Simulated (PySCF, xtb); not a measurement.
Mg(Cl)(NH2) (ClH₂MgN), SMILES [NH2][Mg][Cl].

GFN2-xTB in xtb at its own geometry gives an orbital gap of 2.01 eV and a dipole moment of 2.14 D.

Geometry optimised at r2SCAN-D4/def2-TZVP. Other conformers were not sampled.

Q: What does PBE/def2-TZVPD in PySCF give? (Estimate from the structure and the level; the computed values follow.)

A: gap 3.35 eV (levels -5.37 and -2.02 eV), dipole 2.19 D.
